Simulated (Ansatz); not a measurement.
The first iterations of a band of AlFH3NTe (7 atoms, charge 0, multiplicity 1).

These are results of RKS LDA/def2-SVP in Ansatz 0.2.0, not measurements.

| Property | Result |
| --- | --- |
| movable images | 7 |
| climbing image | yes |
| spring | 5.0 eV/Å² |
| optimiser | quadratic models (default) |
| start path | IDPP |
| force threshold | 0.03 eV/Å |
| iteration limit | 60 |
| end points | relaxed |

First end point:

```xyz
7
Properties=species:S:1:pos:R:3
N -0.742 0.869 1.033
Al 0.340 -0.043 -0.006
F 1.974 0.037 0.293
Te -0.469 -1.455 -1.912
H -0.420 1.446 1.816
H -1.761 0.905 0.950
H 1.138 -1.827 -2.219
```

Last end point:

```xyz
7
Properties=species:S:1:pos:R:3
N -0.680 0.691 0.786
Al 0.786 0.002 0.110
F 2.242 0.401 0.806
Te 0.851 -1.559 -1.850
H -1.630 0.522 0.448
H -0.684 1.329 1.588
H -0.823 -1.454 -1.934
```

| iteration | highest image above the first end (eV) | largest band force component (eV/Å) |
| --- | --- | --- |
| 1 | 0.621 | 0.730 |
| 2 | 0.530 | 0.562 |
| 3 | 0.508 | 0.317 |
| 4 | 0.449 | 0.333 |
| 5 | 0.407 | 0.309 |

Does the band converge within its limit, and where does its top end?

The forces met the threshold. It ended after 17 iterations with the highest image 0.237 eV above the first end. The profile has 2 maxima (images 2, 5) with wells between them (image 3): this band takes more than one step, which may be the mechanism or a detour left from its start path. A vibrational analysis at the climbing image gives one clearly imaginary mode, 301i cm⁻¹: a first-order saddle point.

Time of the run: 2.9 min on 1 thread of Arm Neoverse V2, on a shared host, peak memory 0.12 GiB.
